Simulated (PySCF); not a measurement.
## Working out the ionisation energy of I⁺

I⁺ [Kr] 4d10 5s2 5p4 (3P) → I²⁺ [Kr] 4d10 5s2 5p3 (4S). All numbers are calculated (PySCF 2.14, scalar relativity through the core potential, in def2-TZVPPD with the def2 core potential (28 electrons) (7s6p4d2f, 59 functions)). Frozen: nothing. Energies in hartree (1 hartree = 27.21139 eV):

| part | I⁺ (lower) | I²⁺ (upper) |
| --- | --- | --- |
| UHF | -296.307730 | -295.657861 |
| MP2 opposite-spin | -0.336305 | -0.315217 |
| MP2 same-spin | -0.191138 | -0.185972 |

What does Hartree-Fock give?

(-295.657861) − (-296.307730) = 0.649869 hartree = 17.684 eV.

What do MP2 and SCS-MP2 (6/5 opposite-spin, 1/3 same-spin) give?

The opposite-spin parts differ by 0.574 eV and the same-spin parts by 0.141 eV. MP2: 17.684 + (0.574) + (0.141) = 18.399 eV. SCS-MP2: 17.684 + 1.2 × (0.574) + (0.141)/3 = 18.420 eV.

Measured between the centres of the two terms (NIST): 18.750 eV, so MP2 (valence and next inner shell) is off by -0.351 eV.

What remains against the reference includes basis incompleteness and correlation beyond second order.
